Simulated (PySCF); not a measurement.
The complex [Cu(NH3)6]2+ (charge +2) contains Cu(II), shell d9. The structure is a model geometry with rigid ligands and bond lengths from ionic radii, not a minimum; coordination octahedral, point group S6, metal–donor distances 2.16 Å.

Method (PySCF 2.14, density fitting): CASSCF(9,5) with orbitals averaged over all microstates of the shell, strongly contracted NEVPT2 on the averaged canonical orbitals; basis x2c-TZVPall on the metal, x2c-SVPall elsewhere; spin-free X2C; gas phase; spin-orbit coupling by state interaction with the mean-field operator over all roots.

CASSCF energies above the lowest CASSCF root:

```
          state  CASSCF / cm⁻¹
            2Eg              0
2Eg (from 2T2g)           7196
2Ag (from 2T2g)           7240
```

How does dynamic correlation (SC-NEVPT2) move these states?


| state | NEVPT2 / cm⁻¹ | shift / cm⁻¹ |
| --- | --- | --- |
| 2Eg | 0 | 0 |
| 2Eg (from 2T2g) | 10438 | +3242 |
| 2Ag (from 2T2g) | 10493 | +3253 |

In the ligand-field fit 10Dq goes from 7210 to 10456 cm⁻¹. The symmetry is lower than cubic, so 10Dq is the difference of the means of the two sets.

The ground state is orbitally degenerate in this regular structure, which would distort (Jahn–Teller). NEVPT2 lifts 2Eg (from 2T2g) from 7196 to 10438 cm⁻¹; on the d shell alone it tends to overshoot states that fill the eg-type orbitals.
